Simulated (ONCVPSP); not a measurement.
## Logarithmic derivatives: boron, ONCV

B (Z = 5), optimised norm-conserving Vanderbilt (ONCV), made with ONCVPSP 4.0.1 (PBEsol, scalar-relativistic). Core [He], reference 2s1.75 2p1.25. Waves: 2s: rc 1.60 bohr, ncon 3, nbas 7, qcut 4.3 1/bohr, 1 projector; 2p: rc 2.65 bohr, ncon 4, nbas 7, qcut 6 1/bohr, 2 projectors, debl 0.6 Ha; d scattering state at 0.28 Ha: rc 2.25 bohr, ncon 3, nbas 7, qcut 4.4 1/bohr, 2 projectors, debl 3.1 Ha. Local part: polynomial inside 1.55 bohr (lpopt 5, dvloc0 6 Ha). Core correction: Teter function, fcfact 4.75, rcfact 1.15.

The phase is arctan(r·R′/R) of the radial function R(r), unwrapped; energies in Ha, scanned from -2 to 5 Ha. A pole is an energy at which the radial function vanishes at the test radius. The pseudo phase is shifted by a multiple of π to meet the all-electron one at the reference energy, and phase errors are pseudo minus all-electron; the curves can meet again beyond the range given. Levels narrower than the energy grid can be missing from the lists of poles.

Q: For each channel, where are the poles, and over which energies does the pseudopotential scatter like the atom?

A:

```csv
channel,radius (bohr),reference energy (Ha),"poles, all-electron","poles, pseudo",unbroken range about the reference energy with phases within 0.05 rad,phase error 1 Ha above the reference energy (rad)
s,1.63,-0.35,1.52,1.50,below 3.7,-0.001
p,2.69,-0.14,"0.14, 2.32","0.14, 2.36",below 3.2,+0.002
d,2.29,0.28,2.06,2.07,the whole range,+0.001
```

Phases in the d channel:

```
E (Ha)  all-electron  pseudo
 -1.98         1.314   1.314
 -1.80         1.301   1.301
 -1.62         1.286   1.286
 -1.44         1.268   1.268
 -1.26         1.247   1.247
 -1.08         1.221   1.221
 -0.90         1.190   1.190
 -0.72         1.150   1.150
 -0.54         1.098   1.098
 -0.36         1.028   1.028
 -0.18         0.927   0.927
  0.00         0.774   0.774
  0.18         0.528   0.528
  0.36         0.139   0.139
  0.54        -0.354  -0.354
  0.72        -0.769  -0.769
  0.90        -1.038  -1.038
  1.08        -1.207  -1.206
  1.26        -1.318  -1.318
  1.44        -1.398  -1.397
  1.62        -1.459  -1.458
  1.80        -1.509  -1.508
  1.98        -1.552  -1.551
  2.16        -1.592  -1.591
  2.34        -1.631  -1.631
  2.52        -1.673  -1.672
  2.70        -1.721  -1.720
  2.88        -1.780  -1.780
  3.06        -1.862  -1.862
  3.24        -1.991  -1.991
  3.42        -2.231  -2.231
  3.60        -2.746  -2.745
  3.78        -3.540  -3.535
  3.96        -4.042  -4.036
  4.14        -4.274  -4.268
  4.32        -4.397  -4.391
  4.50        -4.473  -4.467
  4.68        -4.525  -4.519
  4.86        -4.563  -4.557
```
